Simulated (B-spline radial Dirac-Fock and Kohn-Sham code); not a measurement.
**Compton profile of Fe²⁴⁺**

System: Fe²⁴⁺, 1s2.

The run's input, task.json:

```json
{"items": [{
  "Z": 26,
  "q": 24,
  "cfg": [[1, 0, 2]],
  "A": 56,
  "rrms": 3.7377,
  "do": ["scatter"],
  "s": [0.0, 0.05, 0.1, 0.15, 0.2, 0.25, 0.3, 0.35, 0.4, 0.45, 0.5, 0.6, 0.7, 0.8, 0.9, 1.0, 1.1, 1.2, 1.4, 1.6, 1.8, 2.0, 2.5, 3.0, 3.5, 4.0, 5.0, 6.0],
  "pz": [0, 0.1, 0.13, 0.18, 0.23, 0.31, 0.41, 0.55, 0.73, 0.97, 1.3, 1.7, 2.3, 3.0, 4.0, 5.3, 7.0, 9.3, 12.0, 16.0, 22.0],
  "hv_scatter": [2000, 5000, 8047.8, 10000, 20000, 30000, 200000, 500000]
}]}
```

Command: `python xray_run.py task.json out`

Calculated with a radial B-spline solver, using the impulse approximation on Dirac-Fock orbitals of the configuration average with a finite nucleus. pz is in atomic units of momentum; subshell profiles are per electron, for a selection of subshells; open shells are spread over both j values by their weights.

```tsv
pz	J total	J 1s1/2
0	0.06536	0.0327
0.73	0.06521	0.0326
0.97	0.06509	0.0325
1.3	0.06487	0.0324
1.7	0.06452	0.0323
2.3	0.06383	0.0319
3	0.06278	0.0314
4	0.06087	0.0304
5.3	0.05774	0.0289
7	0.05282	0.0264
9.3	0.04533	0.0227
12	0.03638	0.0182
16	0.02474	0.0124
22	0.01287	0.00643
```

J(0) = 0.06536. The 1s1/2 subshell gives the largest part, 100 %.

Mean momentum ⟨p⟩ by subshell (a.u.): 1s1/2 22.3.
